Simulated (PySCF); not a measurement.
The same groups moved round the core (silole fluoro). All species are isolated molecules in the gas phase. Strings in code marks are SMILES.

Calculation: ωB97X-D3(BJ)/def2-TZVP // PBE0-D3(BJ)/def2-TZVP in PySCF. All candidates: neutral, multiplicity 1. Delta-SCF ions had no search for a lower state. Excitations are Tamm–Dancoff values on a coarser integration grid. The basis has no diffuse functions, so Rydberg states are missing or too high.

```yaml
S1 excitation (TDA): 4.59 eV
vertical ionisation energy (Delta-SCF): 9.19 eV
dipole_moment: 2.01 D
```

Task: Which member has these values?
A) `FC1=CC=C[SiH2]1`
B) `F[SiH]1C=CC=C1`
C) `FC1=C[SiH2]C=C1`

Result: B, `F[SiH]1C=CC=C1`. The others give `FC1=CC=C[SiH2]1`: 4.66 eV, 8.81 eV, 1.52 D; `FC1=C[SiH2]C=C1`: 4.95 eV, 9.10 eV, 1.10 D
